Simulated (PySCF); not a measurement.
## A small calculation by hand: chemical shift, span and skew from a shielding tensor

B(CCH)(F)(H) (C₂H₂BF), SMILES C#CBF. Atoms are numbered in the order given.

```xyz
6

B     -0.5254    -0.7030     0.0000
C     -0.1185     0.7685     0.0000
C      0.1541     1.9677     0.0000
H      0.4017     3.0219     0.0000
F      0.4113    -1.6522     0.0000
H     -1.6904    -1.0544     0.0000
```
Charge 0, spin multiplicity 1.

The structure is a stationary point at PBE-D3(BJ)/def2-SVP.

GIAO shieldings from HF/pcSseg-2 (PySCF), non-relativistic, no solvent. The symmetric part of the tensor of C2 has the principal values -4.2, 10.7, 312.8 ppm. The same nucleus in TMS has σ = 193.3 ppm at this level (PySCF, at its B3LYP-D3(BJ)/def2-TZVP geometry).

**Question.** Work out the isotropic shielding, the ¹³C shift against TMS, the span and the skew.

**Answer.** 
σ(iso) = (σ11 + σ22 + σ33)/3 = 106.4 ppm. δ = σ(ref) − σ(iso) = 193.3 − (106.4) = 86.9 ppm.
Span Ω = σ33 − σ11 = 317.0 ppm. Skew κ = 3(σ(iso) − σ22)/Ω = 0.91. Tumbling in solution averages the tensor to δ; in a static solid the shielding alone would spread this spin-1/2 line over Ω.
